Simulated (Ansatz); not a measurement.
`[BH2][SnH2][CH3]` + `CC(N)O` → `BNC(C)O` + `[CH3][SnH3]`  (cleavage of the B–Sn bond)

Computed with Ansatz on PBE0-D4/def2-TZVP structures; ΔE is electronic, products minus reactants. CCSD(T)/CBS is the MP2 limit (def2-TZVPP, def2-QZVPP) plus CCSD(T) − MP2 in def2-TZVPP, frozen cores. Functionals use def2-TZVPP. B3LYP here is the variant with VWN-RPA as its local correlation; programs differ in this. def2 core potentials past Kr. For Sn outer-core shells are correlated without core-valence functions, which leaves a few kJ/mol of doubt a bond. One conformer a species, not always the lowest.

`[BH2][SnH2][CH3]`:

Cartesian coordinates in Å:
```
B 0.220 0.906 1.866
Sn -0.277 -0.647 0.319
C 0.108 -0.019 -1.697
H 0.720 1.950 1.570
H -0.008 0.702 3.021
H -1.928 -1.100 0.439
H 0.636 -2.068 0.623
H -0.495 0.857 -1.936
H 1.161 0.238 -1.811
H -0.138 -0.819 -2.395
```

`CC(N)O`:

Z-matrix (Å, degrees):
```
C
C 1 1.510
H 1 1.090 2 110.4
H 1 1.090 2 110.2 3 121.1
H 1 1.093 2 109.7 3 -119.0
N 2 1.435 1 110.4 3 -179.5
O 2 1.426 1 106.0 3 55.8
H 2 1.098 1 109.8 3 -61.9
H 6 1.012 2 112.1 1 175.4
H 6 1.013 2 110.5 1 -63.8
H 7 0.961 2 108.3 1 -175.5
```

`BNC(C)O`:

Cartesian coordinates in Å:
```
B -0.202 -0.121 -2.050
N 0.416 -0.090 -0.810
C -0.225 -0.234 0.476
C 0.087 0.917 1.402
O 0.207 -1.407 1.127
H 0.462 0.009 -3.036
H -1.389 -0.280 -2.095
H 1.416 0.035 -0.739
H -1.303 -0.278 0.275
H -0.405 0.768 2.363
H 1.165 0.975 1.576
H -0.253 1.857 0.966
H 0.023 -2.151 0.545
```

`[CH3][SnH3]`:

```xyz
8

C     0.781    0.755   -0.379
Sn   -0.671   -0.649    0.326
H     1.476    0.261   -1.059
H     1.340    1.166    0.461
H     0.286    1.569   -0.908
H    -1.545   -1.302   -0.990
H     0.101   -1.923    1.163
H    -1.767    0.123    1.387
```

```tsv
level	ΔE (kJ/mol)	difference from CCSD(T)/CBS
PBE-D4	-172.5	-7.1
r2SCAN-D4	-174.4	-9.0
PBE0-D4	-171.2	-5.8
B3LYP-D4	-175.5	-10.1
ωB97X-V	-170.5	-5.1
ωB97M-V	-174.5	-9.1
B2PLYP	-174.0	-8.6
PBE	-171.5	-6.1
r2SCAN	-174.1	-8.7
PBE0	-170.4	-5.0
B3LYP	-174.1	-8.7
HF/def2-TZVPP	-166.7	-1.3
MP2/def2-TZVPP	-171.8	-6.4
SCS-MP2/def2-TZVPP	-170.4	-5.0
CCSD/def2-TZVPP	-167.7	-2.3
CCSD(T)/def2-TZVPP	-169.8	-4.4
HF/def2-QZVPP	-166.8	-1.4
MP2/def2-QZVPP	-169.3	-3.9
SCS-MP2/def2-QZVPP	-168.2	-2.8
HF/CBS(def2)	-166.8	-1.4
MP2/CBS(def2)	-167.4	-2.0
CCSD/CBS(def2)	-163.3	2.1
CCSD(T)/CBS	-165.4	0
```

Largest T1 diagnostic among the species: 0.012.

In def2-TZVPP, CCSD(T) changes the Hartree–Fock value by −3.1 kJ/mol (the triples alone add −2.1 kJ/mol) and MP2 by −5.1 kJ/mol.
